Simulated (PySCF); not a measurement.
# Polarisability and C₆ of Fe⁺ (iron, charge +1)

[Ar] 3d6 4s1, high-spin 6D determinant. Computed with PySCF 2.14 in aug-cc-pVQZ-DK (9s8p6d4f3g2h, 140 functions), with scalar relativity by spin-free X2C-1e. Coupled (time-dependent) response in atomic units; α is the mean over directions.

```tsv
method	mean α (bohr³)	α xx, yy, zz	C₆ (like pair)	S(−4)
PBE	24.65	24.31, 24.31, 25.31	123.5	470.6
```

S(−4) is the Cauchy moment in α(ω) = α(0) + S(−4) ω² + …

α(iu) at PBE:

```tsv
u (hartree)	α(iu) (bohr³)
0	24.65
0.0500	23.53
0.100	20.81
0.200	14.73
0.300	10.47
0.500	6.177
0.750	3.958
1.00	2.881
1.50	1.828
2.00	1.303
3.00	0.7762
5.00	0.3752
```

A single London oscillator, α(iu) = α/(1 + u²/ω²), gives C₆ = (3/4) ω α². Matching the computed C₆ needs ω = 4 × 123.5 / (3 × 24.65²) = 0.271 hartree.

For an ion, C₆ is the dispersion term alone; charge-induced terms of lower order in 1/R come first.

The components differ because the open shell of this determinant is not spherical; for a pure term their mean is the scalar polarisability.
